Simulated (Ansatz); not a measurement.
This geometry of a periodic cell of 17 atoms, BW16 (surface W(110), adsorbate B) is a first-order saddle point. Atoms 1 to 4 are held.

These are results of DFT PBE-D3(BJ), scalar-relativistic, plane waves, PAW in Ansatz, not measurements. Settings: PAW set soft_1, cutoff 420 eV, k mesh 3x4x1, gaussian smearing 0.05 eV, no spin polarisation.

```xyz
17
Lattice="6.3200 0.0000 0.0000 3.1600 4.4689 0.0000 0.0000 0.0000 17.7034" Properties=species:S:1:pos:R:3
W 0.000 2.234 1.000
W 3.160 2.234 1.000
W 1.580 4.469 1.000
W 4.740 4.469 1.000
W 0.000 -0.001 3.183
W 3.161 0.000 3.177
W 1.579 2.234 3.177
W 4.740 2.236 3.183
W -0.011 2.248 5.428
W 3.184 2.218 5.415
W 1.591 4.455 5.428
W 4.716 4.485 5.415
W -0.015 0.000 7.631
W 3.114 0.027 7.651
W 1.626 2.207 7.651
W 4.755 2.234 7.631
B 7.110 3.352 9.160
```

(1) Which two structures does it join? (They come from a converged band through this point; their orientation in space is the band's.)

(2) How far does it lie above each of them?

## Answers

(1) The atom that moves furthest is B17, by 2.74 Å; four of its nearest neighbours are W16 2.09, W15 2.09, W14 2.44, W13 2.44 Å at the first end and W14 2.09, W13 2.09, W16 2.44, W15 2.44 Å at the last.

Image 0:

```xyz
17
Lattice="6.3200 0.0000 0.0000 3.1600 4.4689 0.0000 0.0000 0.0000 17.7034" Properties=species:S:1:pos:R:3
W 0.000 2.234 1.000
W 3.160 2.234 1.000
W 1.580 4.469 1.000
W 4.740 4.469 1.000
W -0.001 0.004 3.174
W 3.162 -0.004 3.174
W 1.581 2.232 3.182
W 4.740 2.237 3.182
W 0.001 2.234 5.418
W 3.160 2.234 5.366
W 1.580 4.469 5.443
W 4.741 4.469 5.451
W 0.006 0.089 7.677
W 3.155 -0.089 7.677
W 1.696 2.237 7.608
W 4.625 2.231 7.608
B 6.320 2.234 8.833
```

Image 6:

```xyz
17
Lattice="6.3200 0.0000 0.0000 3.1600 4.4689 0.0000 0.0000 0.0000 17.7034" Properties=species:S:1:pos:R:3
W 0.000 2.234 1.000
W 3.160 2.234 1.000
W 1.580 4.469 1.000
W 4.740 4.469 1.000
W 0.001 -0.003 3.182
W 3.160 0.003 3.182
W 1.579 2.238 3.174
W 4.742 2.230 3.174
W 0.000 2.234 5.443
W 3.161 2.234 5.451
W 1.581 4.469 5.418
W 4.740 4.469 5.366
W 0.116 0.003 7.608
W 3.045 -0.004 7.608
W 1.586 2.323 7.677
W 4.735 2.145 7.677
B 7.900 4.468 8.833
```

(2) 1.05 eV above the first and 1.05 eV above the second. This is the barrier of this one path; another mechanism may lie lower. Limits of this set-up: coarse k mesh, thin slab, slab without dipole correction, odd electron count without spin, a typed lattice constant that wasn't relaxed here.

The run took 17 min on 4 threads of Arm Neoverse V2, on a shared host, peak memory 4.1 GiB.
